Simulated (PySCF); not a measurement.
BrH9Si4.
Geometry (PBE0-D3(BJ)/def2-SVP, Å), atoms numbered from 1 in this order:
```xyz
14
BrH9Si4 angstrom
Si    -2.429    0.752   -0.081
Si    -0.918   -0.848    0.728
Si     0.909   -1.035   -0.743
Si     2.536    0.446    0.048
Br     1.451    2.375    0.401
H     -2.946    0.283   -1.404
H     -3.581    0.909    0.861
H     -1.753    2.070   -0.261
H     -1.608   -2.172    0.839
H     -0.401   -0.471    2.081
H      1.460   -2.426   -0.807
H      0.518   -0.610   -2.125
H      3.099   -0.001    1.356
H      3.657    0.714   -0.899
```

Method used: PySCF 2.14.0, PBE0-D3(BJ)/def2-SVP geometry optimisation, gas phase.

Masses are those of the commonest isotopes; rigid-rotor values at the optimised geometry. The values belong to one conformer with, in the numbering `[SiH3:1][SiH2:2][SiH2:3][SiH2:4][Br:5]`, Si1–Si2–Si3–Si4 92°, Si2–Si3–Si4–Br5 -48°.

Task: Give the principal moments of inertia and the rotational constants in cm⁻¹.

Result: Ia = 358.66, Ib = 679.86, Ic = 948.34 u·Å²; 505379 MHz·u·Å²/I gives 1409, 743.4 and 532.9 MHz, that is A = 0.04700, B = 0.02480, C = 0.01778 cm⁻¹.

Task: What kind of rotor is it?

Result: An asymmetric top. Ray's parameter κ = (2B − A − C)/(A − C) = -0.520; −1 is the prolate and +1 the oblate limit.

Task: Is it planar, by Δ = Ic − Ia − Ib?

Result: Not planar: Δ = Ic − Ia − Ib = -90.17 u·Å². For a rigid frame Δ = −2 Σ m c², so Σ m c² = 45.08 u·Å² lies off the ab plane: 15.92 from hydrogen and 29.16 from heavier atoms. The atom farthest from that plane is 2.07 Å away.

Task: Which types of transition are allowed, and where do some lines up to J = 3 fall?

Result: The dipole components are |μa| = 0.31 D, |μb| = 1.26 D, |μc| = 0.00 D. Intensities carry the squares of the components, which stand as 0.06 : 1.00 : 0.00 (a : b : c). Some lines, for components of 0.1 D or more:

```tsv
type	branch	J(Ka,Kc)	MHz	lower level (cm⁻¹)
b	Q	1(1,0) ← 1(0,1)	876	0.043
b	Q	2(1,1) ← 2(0,2)	1129	0.126
a	R	1(0,1) ← 0(0,0)	1276	0.000
b	R	1(1,1) ← 0(0,0)	1942	0.000
b	Q	2(2,0) ← 2(1,1)	2040	0.164
b	R	2(1,2) ← 1(0,1)	3008	0.043
a	R	3(1,3) ← 2(1,2)	3489	0.143
a	R	3(0,3) ← 2(0,2)	3669	0.126
a	R	3(2,2) ← 2(2,1)	3829	0.231
a	R	3(2,1) ← 2(2,0)	3988	0.232
b	R	2(2,0) ← 1(1,1)	5013	0.065
b	R	3(2,2) ← 2(1,1)	5826	0.164
b	R	3(3,0) ← 2(2,1)	7713	0.231
```

Task: Estimate the classical rotational partition function at 50 K, 100 K and 200 K.

Result: Point group C1, symmetry number σ = 1; q = (√π/σ)·√((kT/h)³/(ABC)), k/h = 20836.6 MHz/K: 79800 at 50 K, 226000 at 100 K, 638000 at 200 K.

Not checked by PBE0-D3(BJ)/def2-SVP frequencies. Constants of a rigid frame at the computed geometry: no zero-point averaging, no centrifugal distortion. A rigid rotor knows nothing of internal rotation, which can split or shift real lines. Quadrupole hyperfine structure (79Br) is left out.
